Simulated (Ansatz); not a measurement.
def2 core potentials replace the inner electrons of Sb.

Cartesian coordinates (Å):
```xyz
10

C     -2.0013    -0.0823    -0.4221
C     -0.7069     0.2480    -0.4554
Sb     0.5916     0.1101     1.2597
O      1.8649     1.3415     0.3132
O      1.4607    -1.6303     0.7871
H     -2.4904    -0.4470     0.4901
H     -2.6446    -0.0083    -1.3074
H     -0.2405     0.6252    -1.3753
H      2.6142     1.5648     0.8838
H      1.5523    -1.7218    -0.1739
```
Charge 0, multiplicity 1.

Problem. What vertical ionisation energy (Delta-SCF), total energy and dipole moment does Ansatz (a first-principles code) with PBE0-D3(BJ)/def2-TZVP // B3LYP-D3(BJ)/def2-SVP give?

Solution. 
```
Property                                       Value
--------------------------------------  ------------
vertical ionisation energy (Delta-SCF)       9.40 eV
total energy                            -469.7770 Ha
dipole moment                                 1.34 D
```
